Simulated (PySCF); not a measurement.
**As²⁺ (arsenic, charge +2) across methods**

[Ar] 3d10 4s2 4p1, 2P determinant. All numbers are calculated (PySCF 2.14, the spin-free X2C one-electron Hamiltonian (Gaussian nucleus), in x2c-TZVPPall with one added diffuse shell each of s, p, d type (7s6p5d1f, 57 functions)).

```
   method  E (hartree)  mean ε 4s α (eV)  mean ε 4s β (eV)  mean ε 4p α (eV)  Σ⟨r²⟩ (bohr²)   ⟨S²⟩
    HSE06    -2259.384           -34.961           -33.699           -24.053          22.33  0.752
    wB97X    -2259.724           -37.982           -36.823           -26.757          22.27  0.752
BHandHLYP    -2259.642           -36.758           -35.161           -25.593          22.40  0.753
     PBE0    -2259.386           -35.325           -33.966           -24.485          22.34  0.753
      UHF  -2258.00529           -38.965           -36.226           -27.732          22.59  0.759
      LDA    -2256.210           -34.120           -33.248           -23.175          22.27  0.751
   PBEsol    -2257.718           -33.850           -32.848           -23.140          22.30  0.751
   r2SCAN    -2259.628           -34.224           -33.109           -23.606          22.28  0.754
      PBE    -2259.348           -33.814           -32.841           -23.170          22.34  0.752
```
